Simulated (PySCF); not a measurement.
System: sum formula H5BNO2, net charge 1, singlet state. It need not be the lowest isomer of its formula. 
Geometry from a B3LYP-D3(BJ)/def2-TZVP (Ansatz) optimisation:
```
B
O 1 1.3322
H 2 0.9634 1 120.73
N 1 1.3741 2 136.53 3 6.41
H 4 1.0078 1 125.65 2 -173.29
H 4 1.0089 5 112.51 1 -176.17
O 1 1.5138 2 107.17 3 -173.64
H 7 0.9710 1 123.66 2 -152.04
H 7 0.9748 8 113.09 1 -149.28
```
Charge +1, spin multiplicity 1.

Dispersion corrections to the total energy (kcal/mol) from the dftd3 and dftd4 libraries through PySCF: D3(BJ) without and D4 with the three-body term, each with the damping fitted for the functional named.

```tsv
functional	D3(BJ)	D4
HF	-24.21	-9.15
BLYP	-5.87	-5.21
B3LYP	-4.76	[?]
TPSSh	-3.17	[?]
LC-wPBE	[?]	-2.50
PBE	-2.85	-2.27
PBE0	-2.37	-1.87
```

Q: Fill in the missing entries.

A: 
- B3LYP, D4: -3.64
- TPSSh, D4: -2.79
- LC-wPBE, D3(BJ): -2.49
